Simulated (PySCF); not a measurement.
Predicted microwave data (wB97X-D/def2-SVPD in PySCF (dipole) on a GFN2-xTB geometry, gas phase) for one isomer of C4H3NO2S:

```
Rotational constants : A = 5499, B = 945.4, C = 806.7 MHz
Dipole components    : |μa| = 2.64 D, |μb| = 0.15 D, |μc| = 0.00 D
Inertial defect      : 0.00 u·Å²
κ                    : -0.94
```

Question: Which structure is it? (One computed conformer of each.)
A. `[O:1]=[CH:2][O:3][c:4]1[cH:5][s:6][cH:7][n:8]1` with O1–C2–O3–C4 0°, C2–O3–C4–C5 0°
B. `[O:1]=[CH:2][c:3]1[cH:4][c:5]([SH:6])[o:7][n:8]1` with O1–C2–C3–C4 0°, C4–C5–S6–H 180°

Answer: B. It is O=Cc1cc(S)on1, a near-prolate asymmetric top, point group Cs. The candidates at the same level (rigid rotor, commonest isotopes):

```json
{"SMILES": "O=Cc1cc(S)on1", "A (MHz)": "5499", "B (MHz)": "945.4", "C (MHz)": "806.7", "μa (D)": "2.64", "μb (D)": "0.15", "μc (D)": "0.00", "Δ (u·Å²)": "0.00", "point group": "Cs", "rotor": "near-prolate asymmetric top"}
{"SMILES": "O=COc1cscn1", "A (MHz)": "4618", "B (MHz)": "1226", "C (MHz)": "968.8", "μa (D)": "1.08", "μb (D)": "0.05", "μc (D)": "0.00", "Δ (u·Å²)": "0.00", "point group": "Cs", "rotor": "asymmetric top"}
```

`O=COc1cscn1` has B 30 % too high. In the right answer the mirror of this Cs structure is the ab plane, so μc vanishes by symmetry. No structure here is proved a minimum.
